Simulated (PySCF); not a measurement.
## Structure from 2D NMR

Compound of formula C5H10O2. Correlations simulated from computed shifts and couplings:

HSQC (one-bond C–H):
```tsv
δH	δC	¹J(C,H) (Hz)
3.63	52.5	152
2.17	36.9	132
1.54	20.6	133
0.93	15.3	132
```

COSY cross peaks (|J| ≥ 2 Hz):
```tsv
δH	δH	abs. J (Hz)	bonds
2.17	1.54	7.5	3
1.54	0.93	8.2	3
```

HMBC (two and three bonds, |J| ≥ 2.5 Hz):
```tsv
δH	δC [abs. J in Hz]
3.63	179.4 [4.3]
2.17	179.4 [7.3], 20.6 [3.0], 15.3 [7.1]
1.54	179.4 [8.1], 36.9 [3.6], 15.3 [3.5]
0.93	36.9 [6.3], 20.6 [3.5]
```

Carbons without hydrogens: δ 179.4.

PySCF calculation with geometry: PBE0-D3(BJ)/def2-SVP, σ from GIAO-B3LYP/pcSseg-1 and B3LYP/pcJ-1 coupling constants (without the spin–dipole term); relativity neglected, a single conformation, one averaged value for each set of equivalent atoms, in vacuum.

References, each an isolated molecule treated in the same way: TMS for ¹H (σref 31.38), ¹³C (σref 179.24).

Exchangeable hydrogens are left out of these lists, and C,H couplings along chains are those of one rotamer, so weak HMBC peaks may be missing or extra.

Work out the connectivity.

Results:

`CCCC(=O)OC`.

Atom-mapped SMILES (the numbers label the heavy atoms): `[CH3:1][CH2:2][CH2:3][C:4](=[O:5])[O:6][CH3:7]`; H(Xn) means a hydrogen on atom n.

1. δC 179.4 is C4, an ester carbonyl carbon.
2. δC 52.5 is C7, a methyl carbon bonded to O (δH 3.63).
3. δC 36.9 is C3, an sp3 CH2 α to a carbonyl (δH 2.17).
4. δC 20.6 is C2, an sp3 CH2 (δH 1.54).
5. δC 15.3 is C1, a methyl carbon (δH 0.93).
6. HMBC from δH 3.63 reaches the proton-free carbon C4.
7. HMBC from δH 2.17 reaches the proton-free carbon C4.
8. HMBC from δH 1.54 reaches the proton-free carbon C4.
9. COSY links 2.17–1.54, 1.54–0.93.

The shifts were computed for this structure.

Unscaled 3J(H,H) at this level run about 10 % above measured values. Shifts are as computed. Against solution values, carbons near 30 ppm lie about +2 ppm off and those near 130 ppm about +6 ppm. Of 1211 compounds with measured shifts, 218 miss one by over three times the rms of a fit or turn the order of signals round; such compounds aren't used in these exercises. Vicinal H,H couplings across rotating CH2–CH2 and CH–CH2 bonds are estimated from the computed gauche and anti values for equal rotamer populations, (2 J gauche + J anti)/3.
